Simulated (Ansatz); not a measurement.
CBP (C36H24N2): single points at one geometry.

```yaml
crystal:
  periodic: [false, false, false]
  atoms:
    - {symbol: C, position_ang: [-7.941956, 2.460308, 1.340187]}
    - {symbol: C, position_ang: [-6.599571, 2.783173, 1.640334]}
    - {symbol: C, position_ang: [-5.534704, 2.017168, 1.147000]}
    - {symbol: C, position_ang: [-5.846255, 0.907091, 0.344198]}
    - {symbol: C, position_ang: [-7.196461, 0.577548, 0.015532]}
    - {symbol: C, position_ang: [-8.246239, 1.363449, 0.525211]}
    - {symbol: C, position_ang: [-7.145425, -0.580380, -0.853817]}
    - {symbol: C, position_ang: [-8.128339, -1.366629, -1.482422]}
    - {symbol: C, position_ang: [-7.730730, -2.463303, -2.256445]}
    - {symbol: C, position_ang: [-6.362401, -2.785727, -2.397979]}
    - {symbol: C, position_ang: [-5.362591, -2.019424, -1.783784]}
    - {symbol: C, position_ang: [-5.765998, -0.909441, -1.022861]}
    - {symbol: N, position_ang: [-4.990016, -0.001042, -0.291593]}
    - {symbol: C, position_ang: [-3.577878, -0.000716, -0.209094]}
    - {symbol: C, position_ang: [-2.936316, 0.024620, 1.045427]}
    - {symbol: C, position_ang: [-1.540613, 0.033798, 1.121244]}
    - {symbol: C, position_ang: [-0.739199, -0.000099, -0.043234]}
    - {symbol: C, position_ang: [0.739181, 0.000208, 0.043154]}
    - {symbol: C, position_ang: [1.528034, -0.692982, -0.903745]}
    - {symbol: C, position_ang: [2.923379, -0.703066, -0.821621]}
    - {symbol: C, position_ang: [3.577875, 0.000736, 0.209090]}
    - {symbol: N, position_ang: [4.990009, 0.000972, 0.291652]}
    - {symbol: C, position_ang: [5.742484, -0.320198, 1.428632]}
    - {symbol: C, position_ang: [5.309752, -0.744910, 2.695997]}
    - {symbol: C, position_ang: [6.289499, -1.029453, 3.656834]}
    - {symbol: C, position_ang: [7.666429, -0.901915, 3.366786]}
    - {symbol: C, position_ang: [8.092756, -0.495376, 2.096805]}
    - {symbol: C, position_ang: [7.130416, -0.204070, 1.112690]}
    - {symbol: C, position_ang: [7.211448, 0.206875, -0.274304]}
    - {symbol: C, position_ang: [8.281820, 0.498611, -1.139542]}
    - {symbol: C, position_ang: [8.006279, 0.904844, -2.450622]}
    - {symbol: C, position_ang: [6.672493, 1.031935, -2.899156]}
    - {symbol: C, position_ang: [5.587539, 0.747068, -2.059032]}
    - {symbol: C, position_ang: [5.869756, 0.322460, -0.749877]}
    - {symbol: C, position_ang: [2.807489, 0.704284, 1.156504]}
    - {symbol: C, position_ang: [1.412082, 0.693661, 1.075500]}
    - {symbol: C, position_ang: [-1.399528, -0.034217, -1.293120]}
    - {symbol: C, position_ang: [-2.794569, -0.025720, -1.380358]}
    - {symbol: H, position_ang: [-8.753124, 3.081911, 1.747532]}
    - {symbol: H, position_ang: [-6.381607, 3.657443, 2.272237]}
    - {symbol: H, position_ang: [-4.493281, 2.284314, 1.374098]}
    - {symbol: H, position_ang: [-9.291030, 1.119734, 0.279481]}
    - {symbol: H, position_ang: [-9.194732, -1.123165, -1.360387]}
    - {symbol: H, position_ang: [-8.488663, -3.085317, -2.755386]}
    - {symbol: H, position_ang: [-6.071905, -3.659858, -3.000310]}
    - {symbol: H, position_ang: [-4.301686, -2.286208, -1.887830]}
    - {symbol: H, position_ang: [-3.542431, 0.010887, 1.962517]}
    - {symbol: H, position_ang: [-1.059551, 0.022464, 2.110685]}
    - {symbol: H, position_ang: [1.035718, -1.273857, -1.697925]}
    - {symbol: H, position_ang: [3.518229, -1.280497, -1.543659]}
    - {symbol: H, position_ang: [4.241553, -0.860624, 2.926343]}
    - {symbol: H, position_ang: [5.975973, -1.363104, 4.657594]}
    - {symbol: H, position_ang: [8.408103, -1.130442, 4.146526]}
    - {symbol: H, position_ang: [9.165452, -0.409417, 1.865926]}
    - {symbol: H, position_ang: [9.320329, 0.412874, -0.785257]}
    - {symbol: H, position_ang: [8.833695, 1.133711, -3.138599]}
    - {symbol: H, position_ang: [6.477605, 1.365441, -3.929693]}
    - {symbol: H, position_ang: [4.553417, 0.862385, -2.412303]}
    - {symbol: H, position_ang: [3.313945, 1.281910, 1.942934]}
    - {symbol: H, position_ang: [0.830381, 1.274358, 1.806889]}
    - {symbol: H, position_ang: [-0.806525, -0.022751, -2.219803]}
    - {symbol: H, position_ang: [-3.289785, -0.012273, -2.361787]}
basis:
  gaussian: {orbitals: def2-SVP, fitting: {mean_field: def2-universal-jkfit}, initial_orbitals: start.molden}
hamiltonian: {xc: {name: LC-wPBE, parameters: {omega: 0.2/bohr}}}
scf: {omitted_lower_state_checks: [starts]}
output: {orbitals: {seedname: orbitals}}
```

The file start.molden holds the orbitals of an earlier run on this structure, at another level or in another basis.

```sh
$ ansatz run in.yaml --threads 2 --pin off --events-out ev --progress --plain --max-ram 20480MiB --backend cuda --devices 0, --max-vram 18GiB
```

Output, abridged:

```
Functional definition: LC-wPBE
3286 factors; integrals over basis functions are off by at most 2.2e-1 eV
3286 factors; integrals over basis functions are off by at most 2.6e-7 eV
mean field evaluation 1: about -40638.0351 eV, gradient 1.5e1 eV
mean field evaluation 2: about -40638.3993 eV, gradient 3.3e-1 eV
mean field evaluation 4: about -40638.4704 eV, gradient 7.9e-4 eV
mean field -40638.47043860 eV, -1493.4362428740 hartree, gradient 1.6e-5 eV, S^2 0.000000; 0 other end points of the search recorded, 0 dependent functions left out
reference -40638.47043867 eV, -1493.4362428766 hartree; 127, 127 occupied and 525, 525 virtual orbitals, 3286 factors
Total energy: -40638.47043867 eV, -1493.4362428766 hartree
Checks for a lower state left out: starts
```

Hardware: 2 threads of AMD EPYC 7R13 on a shared host and a share (18 GiB) of an NVIDIA H100 80GB HBM3. Wall time 10 s, peak host memory 1.2 GiB.

As the first input, with `gaussian: {orbitals: def2-mTZVP, fitting: {mean_field: def2-universal-jkfit}, initial_orbitals: start.molden}`, `hamiltonian: {xc: r2scan, dispersion: d4}` (abridged; 9 s):

```
Functional definition: r2SCAN
mean field -40691.95739775 eV, -1495.4018523678 hartree, gradient 2.6e-5 eV, S^2 0.000000
Total energy: -40692.78056522 eV, -1495.4321032144 hartree
Checks for a lower state left out: starts
```

As the first input, with `hamiltonian: {xc: {name: revPBE}, dispersion: d4}` (abridged; 3.9 s):

```
Functional definition: revPBE
mean field -40665.10321365 eV, -1494.4149793045 hartree, gradient 2.6e-5 eV, S^2 0.000000
Total energy: -40673.27719286 eV, -1494.7153675001 hartree
Checks for a lower state left out: starts
```

Geometry: PBE-D4/def2-SVP.

Single mean-field runs in def2-SVP, def2-mTZVP are fitted with def2-universal-jkfit.
